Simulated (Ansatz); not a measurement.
Reaction (substitution at a C–In bond): `C=[CH][InH][Cl]` + `FC(F)(F)S` → `C=CSC(F)(F)F` + `[Cl][InH2]`

Gas-phase electronic energies from Ansatz, PBE0-D4/def2-TZVP geometries. CBS: MP2 limit from def2 TZ/QZ plus the TZ coupled-cluster correction, frozen cores. Functionals use def2-TZVPP. Elements past krypton have def2 core potentials. For In outer-core shells are correlated without core-valence functions, which leaves a few kJ/mol of doubt a bond. Each species was taken in one conformer, which may not be the lowest.

```json
{"level": "B2PLYP", "ΔE (eV)": "0.29"}
{"level": "HF/def2-TZVPP", "ΔE (eV)": "0.32"}
```

**Question.** What does CCSD(T)/CBS give? (An estimate is asked.)

**Answer.** Ansatz gave: +0.34 eV. The listed levels differ from it by -0.05, -0.02 eV.

Largest T1 diagnostic among the species: 0.014.

From PBE to PBE0 (25 % exact exchange), in def2-TZVPP and without D4, ΔE moves by +0.03 eV.
